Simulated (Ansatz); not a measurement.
Species: H4S4Si, SMILES `S[Si](S)(S)S` (charge 0, multiplicity 1).

Task: Give a relaxed geometry from PBE-D3(BJ)/def2-TZVP (Ansatz, a first-principles code).

Result: One answer among several that fit: the end point of this relaxation, one of several conformers (outside a Z-matrix the atoms follow the SMILES, hydrogens last).
Z-matrix (Å, degrees):
```
Si
S 1 2.1426
H 2 1.3566 1 93.64
S 1 2.1426 2 116.38 3 67.05
H 4 1.3571 1 93.66 2 66.80
S 1 2.1427 2 106.16 3 -175.17
H 6 1.3566 1 93.58 2 50.60
S 1 2.1427 2 106.12 3 -50.79
H 8 1.3568 1 93.58 2 175.06
```
